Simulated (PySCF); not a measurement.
**Simulated absorption spectrum**

Compound: C4H2FN3.
SMILES: `Fc1c(n[nH]n1)C#C`

Theory: PySCF 2.14.0, density-fitted response routines, TDDFT wB97X-D/def2-SVPD, vertical, gas phase, core orbitals frozen in the response. Geometry: GFN2-xTB; no solvent, vibrations or thermal averaging.

Broadening: Gaussians 0.4 eV wide at half height, area fixed by f = 4.319×10⁻⁹ ∫ε dν̃. The width is an assumption, not a result. The curve ends short of the highest state used, and states not computed would add to its high-energy end.

| λ (nm) | ε (L mol⁻¹ cm⁻¹) |
| --- | --- |
| 177.4 | 149 |
| 180.1 | 105 |
| 182.8 | 234 |
| 185.5 | 424 |
| 188.1 | 554 |
| 190.8 | 548 |
| 193.5 | 437 |
| 196.2 | 381 |
| 198.8 | 647 |
| 201.5 | 1715 |
| 204.2 | 4138 |
| 206.9 | 8030 |
| 209.5 | 12325 |
| 212.2 | 15661 |
| 214.9 | 16376 |
| 217.6 | 14291 |
| 220.2 | 10696 |
| 222.9 | 6794 |
| 225.6 | 3734 |
| 228.3 | 1795 |
| 230.9 | 788 |
| 233.6 | 300 |
| 236.3 | 102 |
| 239.0 | 32 |

**Question.** Where are the band maxima, and which computed states make them?

**Answer.** 214 nm (5.79 eV), ε about 16000, made up of S1 (100%); 189 nm (6.55 eV), ε about 570, made up of S5 (95%) (ε in L mol⁻¹ cm⁻¹; maxima over ε = 5, shares over 10%). At its high-energy end, 6.99 eV, the curve is still rising (ε about 150, from S5, S6 and S7). The states used: S1 5.79 eV (f 0.244); S2 5.94 eV (f 0.0003); S3 6.26 eV (f 0.0002); S4 6.36 eV (f 0.0006); S5 6.56 eV (f 0.0081); S6 7.42 eV (f 0.0091); S7 7.50 eV (f 0.130); S8 7.59 eV (f 0.0061).

**Question.** What would ε be at 5.79 eV, the highest of these maxima, with half the width (0.2 eV)?

**Answer.** About 32900 L mol⁻¹ cm⁻¹ against 16500, a factor of about 2.00; a lone state at its own centre would give exactly 2.

**Question.** On this curve, what absorbance would a 10⁻⁴ mol/L sample give at 222 nm over a 1 cm path?

**Answer.** 222 nm is 5.585 eV, where ε is about 8000 L mol⁻¹ cm⁻¹, so A = ε c l ≈ 0.8 (Beer–Lambert, with the gas-phase spectrum and the assumed width).

**Question.** Coming from long wavelengths, where does ε first pass 100 L mol⁻¹ cm⁻¹?

**Answer.** At about 236 nm (5.25 eV), 0.54 eV below S1.

The run took 31 s on one thread of an Intel Xeon Platinum 8259CL at 2.50 GHz, shared host with 96 logical CPUs at a one-minute load of 35, and the process peaked at 0.80 GiB of memory.
